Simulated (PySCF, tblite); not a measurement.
Isomers of C5H5N2 (doublet state), one GFN2-xTB conformer each. Single-point energies are computed at B3LYP/pcH-1 (PySCF, gas phase, no added dispersion term), electronic only. GFN2-xTB treats the open shell by occupation alone, and not every SCF solution was tested for stability.

Task: Rank them by B3LYP/pcH-1 energy, lowest first (kJ/mol).
A. `[CH2:1]=[N:2][C:3](=[CH2:4])[CH:5][C:6]#[N:7]` (doublet state) with C1–N2–C3–C4 130°, N2–C3–C5–C6 7°
B. `C[C]1CN=C1C#N` [radical]

Result: A (0.0), B (54.4).

As drawn, the higher has a four-membered ring, which the lower lacks. GFN2-xTB itself gives, in the same order: 0.0, 17.9. Both levels put the same isomer lowest.

Task: What happens when harmonic zero-point energies from GFN2-xTB frequencies are added?

Result: 
```csv
SMILES,ZPE (kJ/mol),electronic (kJ/mol),with ZPE (kJ/mol)
C=NC(=C)[CH]C#N,220.7,0.0,0.0
C[C]1CN=C1C#N,226.5,54.4,60.3
```

The zero-point energies span 5.8 kJ/mol. The order is unchanged.
